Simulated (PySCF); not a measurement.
## VH₃: umbrella–stretch map

These are results of PySCF, UPBE0, basis V def2-TZVP, H def2-TZVP (no relativity, density fitting), not measurements.

Rigid scan from the triplet minimum (V–H 1.673 Å (×3); H–V–H 120.0° (×3)). Coordinate: rows: all bonds scaled; columns: angle to the threefold axis. Energies in kJ/mol from the minimum.

Rows run from the largest first scale (top) to the smallest, columns from the smallest angle to the largest. Lower edges of the bins (kJ/mol): '_' 0.00, '.' 0.38, ':' 0.98, '-' 1.94, '=' 3.45, '+' 5.85, '*' 9.65, '#' 15.68, '%' 25.23, '@' 40.36; top 64, each point printed twice.
```
@@@@%%######
@@%%**++====
%%##++--____
%%##++==----
@@%%##******
```

Question: Give the energies on the grid of the scan.

Answer: 
```csv
scale \ angle,60,66,72,78,84,90
0.95,45,28,18,13,13,13
0.98,38,20,9,4,2,2
1.00,39,20,8,2,0,0
1.03,46,27,14,7,4,4
1.07,64,45,31,24,20,20
```

The bond scale of lowest energy on the grid is 0.98 at 60°, 1.00 at 66°, 1.00 at 72°, 1.00 at 78°, 1.00 at 84°, 1.00 at 90°.

Other spin states or occupations of the open shell can lie lower.

Other isomers or separated fragments may lie lower.
